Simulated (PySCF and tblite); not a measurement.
C9H12, numbered as in [CH3:1][CH:2]([CH3:3])[c:4]1[cH:5][cH:6][cH:7][cH:8][cH:9]1.

Search: ETKDG and KDG, MMFF94s, GFN2-xTB, 60 starts; geometries at GFN2-xTB. Free energies are B3LYP-D3(BJ)/pcSseg-1 (IEF-PCM, chloroform) single points with GFN2-xTB rigid-rotor and vibrational terms (modes under about 100 cm⁻¹ blended into free rotors). Symmetry numbers and mirror images are counted. Conformers within 3 kcal/mol (GFN2-xTB free energy) were kept, 7 at most. GIAO shieldings: B3LYP/pcSseg-1 (IEF-PCM, chloroform). Shifts are against TMS (¹H), TMS (¹³C) at the same level. (PySCF 2.14, tblite 0.8.)

Torsions listed: C1–C2–C4–C5.

```csv
conformer,shape,weight %,dipole D
1,-62°,100.0,0.52
```

(1) How do the computed shifts compare with measured ones?

## Answers

(1) 
| nucleus | signal | leading conformer | average | measured | medium |
| --- | --- | --- | --- | --- | --- |
| ¹H | H1/H3 | 1.30 | 1.30 | 1.25 | not stated per compound (mostly CDCl3 or CCl4) |
| ¹H | H2 | 2.73 | 2.73 | 2.89 | not stated per compound (mostly CDCl3 or CCl4) |
| ¹³C | C1/C3 | 28.2 | 28.2 | 24 | not stated per compound (mostly CDCl3 or CCl4) |
| ¹³C | C2 | 42.6 | 42.6 | 34.3 | not stated per compound (mostly CDCl3 or CCl4) |

Measured values: Pretsch, Buehlmann, Badertscher, Structure Determination of Organic Compounds, 4th ed. (2009). Mean difference for ¹H: -0.06 ppm, scatter 0.11 ppm. Mean difference for ¹³C: 6.25 ppm, scatter 2.05 ppm. The computed shifts are unscaled and lack vibrational corrections.
